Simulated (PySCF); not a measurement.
One of the candidates below gave these computed data.

All candidates are C4H10OSi2.

| technique | computed result |
| --- | --- |
| Dipole | 2.43 D [PBE0/pcSseg-1] |
| 13C NMR | chemical shifts (computed TMS as zero) by class: 112.3 (1 C), 86.7 (1 C), 6.0 (1 C), 0.2 (1 C) ppm [GIAO PBE0/pcSseg-1] |
| NMR, other nuclei | isotropic shieldings of nuclei other than C and H, by class: 307 (1 O), 372 (1 Si), 407 (1 Si) ppm [GIAO PBE0/pcSseg-1] |
| Rotational structure | rotational constants A, B, C: 2.405, 0.943, 0.697 GHz [GFN2-xTB] |
| 1H NMR | chemical shifts (computed TMS as zero) by class: 5.25 (2 H), 5.17 (2 H), 2.10 (3 H), 0.39 (3 H) ppm [GIAO PBE0/pcSseg-1] |

Gas-phase values; electronic properties from PySCF, density fitting. Levels stand in brackets. The structure is a single GFN2-xTB conformer in the gas phase; no vibrational or solvent corrections. NMR values are class means; diastereotopic atoms form classes of their own.

Question: Which candidate is it?
A. `CC#C[SiH2]O[SiH2]C`
B. `O=CC/C=C\[SiH2][SiH3]`
C. `C#C[Si@@H](O)CC[SiH3]`
D. `O[SiH2][Si@H]1C=CCC1`
E. `C#C[Si@@H](C)O[SiH2]C`

Answer: A. It is `CC#C[SiH2]O[SiH2]C`. Numbering: `[CH3:1][C:2]#[C:3][SiH2:4][O:5][SiH2:6][CH3:7]`. Its formula, C4H10OSi2, gives 2 degrees of unsaturation: 0 rings and 2 π bonds in the structure found. 4 carbons fall into 4 classes; from least to most shielded: alkyne carbon [C2] (112.3 ppm), alkyne carbon [C3] (86.7 ppm), propargylic carbon [C1] (6.0 ppm), Si-methyl carbon [C7] (0.2 ppm). Hydrogen classes from least to most shielded: 2 H on an oxygen-bound silicon, Si6 (5.25 ppm), 2 H on an oxygen-bound silicon, Si4 (5.17 ppm), 3 H on a propargylic carbon, C1 (2.10 ppm), 3 H on an Si-methyl carbon, C7 (0.39 ppm, a mean of values up to 0.9 ppm apart in this geometry). The other shieldings belong to: 307 ppm, siloxane oxygen [O5]; 372 ppm, oxygen-bound silicon [Si6]; 407 ppm, oxygen-bound silicon [Si4]. The optimised geometry has point group C1 and is an asymmetric top.

The others, at the same levels:
- `O=CC/C=C\[SiH2][SiH3]` fails: its computed 13C shifts are 199.7 (1 C), 148.7 (1 C), 133.4 (1 C), 53.6 (1 C) ppm, 1H shifts are 9.59 (1 H), 6.59 (1 H), 6.34 (1 H), 4.43 (2 H), 3.48 (3 H), 3.21 (2 H) ppm and rotational constant A is 3.598 GHz (against 2.405 GHz).
- `C#C[Si@@H](C)O[SiH2]C` fails: its computed 13C shifts are 101.1 (1 C), 92.6 (1 C), 3.2 (1 C), 0.3 (1 C) ppm, 1H shifts are 5.28 (1 H), 5.25 (1 H), 5.20 (1 H), 1.93 (1 H), 0.44 (3 H), 0.37 (3 H) ppm and rotational constant A is 2.200 GHz (against 2.405 GHz).
- `O[SiH2][Si@H]1C=CCC1` fails: its computed 13C shifts are 163.0 (1 C), 130.4 (1 C), 39.0 (1 C), 9.7 (1 C) ppm, 1H shifts are 7.03 (1 H), 6.11 (1 H), 5.57 (1 H), 5.43 (1 H), 4.76 (1 H), 2.72 (1 H), 2.57 (1 H), 1.11 (1 H), 0.70 (1 H), 0.09 (1 H) ppm and rotational constant A is 4.514 GHz (against 2.405 GHz).
- `C#C[Si@@H](O)CC[SiH3]` fails: its computed 13C shifts are 102.1 (1 C), 90.8 (1 C), 14.3 (1 C), 1.8 (1 C) ppm, 1H shifts are 5.12 (1 H), 3.89 (3 H), 1.95 (1 H), 1.40 (1 H), 1.03 (1 H), 0.98 (1 H), 0.92 (1 H), 0.48 (1 H) ppm and rotational constant A is 2.712 GHz (against 2.405 GHz).

Each candidate is one conformer, not necessarily the lowest. Dipoles, sizes and rotational constants follow the conformer. The torsions of the flexible species, by atom-mapped SMILES:
- `[CH3:1][C:2]#[C:3][SiH2:4][O:5][SiH2:6][CH3:7]`: C3–Si4–O5–Si6 -7°, Si4–O5–Si6–C7 -5°
- `[O:1]=[CH:2][CH2:3]/[CH:4]=[CH:5]\[SiH2:6][SiH3:7]`: O1–C2–C3–C4 116°, C2–C3–C4–C5 92°, C4–C5–Si6–Si7 85°
- `[CH:1]#[C:2][Si@@H:3]([CH3:4])[O:5][SiH2:6][CH3:7]`: C2–Si3–O5–Si6 9°, Si3–O5–Si6–C7 -8°
- `[CH:1]#[C:2][Si@@H:3]([OH:4])[CH2:5][CH2:6][SiH3:7]`: C2–Si3–C5–C6 49°, Si3–C5–C6–Si7 180°, H–O4–Si3–C2 -56°

The conformers of `O[SiH2][Si@H]1C=CCC1` aren't listed.
